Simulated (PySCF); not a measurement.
Br2F2Si. Atoms are numbered in the order given.

```xyz
5

F      0.0000    -1.2872     1.6148
Si     0.0000     0.0000     0.6633
F      0.0000     1.2872     1.6148
Br    -1.8089     0.0000    -0.5479
Br     1.8089     0.0000    -0.5479
```
Charge 0, spin multiplicity 1.

Geometry optimised at PBE0-D3(BJ)/def2-SVP.

Method: PBE0-D3(BJ)/def2-SVP (PySCF 2.14.0).

Frequencies are harmonic and unscaled.

Computed vibrational spectrum:
| mode | ν (cm⁻¹) | IR (km/mol) | Raman (Å⁴/amu) | depolarisation | moving atoms (share of kinetic energy) |
|---|---|---|---|---|---|
| 1 | 114 | 0.1 | 2.2 | 0.64 | Br 73 %, F 18 %, Si 9 % |
| 2 | 177 | 0.0 | 0.8 | 0.75 | F 89 %, Br 11 % |
| 3 | 230 | 6.9 | 1.3 | 0.75 | F 57 %, Si 33 %, Br 10 % |
| 4 | 247 | 16.0 | 1.9 | 0.75 | F 66 %, Br 34 % |
| 5 | 265 | 6.3 | 3.8 | 0.22 | F 64 %, Br 36 % |
| 6 | 412 | 39.1 | 4.6 | 0.01 | F 40 %, Si 39 %, Br 20 % |
| 7 | 563 | 297.9 | 0.4 | 0.75 | Si 85 %, Br 13 % |
| 8 | 904 | 175.2 | 2.6 | 0.01 | F 61 %, Si 39 % |
| 9 | 990 | 129.0 | 0.7 | 0.75 | F 52 %, Si 48 % |
